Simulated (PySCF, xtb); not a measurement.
C3H5, SMILES [CH]1CC1, multiplicity 2.

Harmonic wavenumbers (cm⁻¹) from xtb 6.7.1 with GFN2-xTB at its own minimum, in rising order: 578, 777, 790, 935, 979, 1033, 1036, 1064, 1072, 1119, 1352, 1425, 1470, 2997, 3005, 3045, 3049, 3157.

**Question.** What does PBE-D3(BJ)/def2-TZVP (PySCF) give at its own minimum? (Estimate from the structure and the level; the computed values follow.)

**Answer.** 519, 738, 752, 837, 916, 979, 1015, 1049, 1053, 1118, 1247, 1400, 1427, 3019, 3021, 3080, 3093, 3159. Paired by order, the mean absolute difference is 39 cm⁻¹ and the zero-point energies are 41.3 and 40.6 kcal/mol.
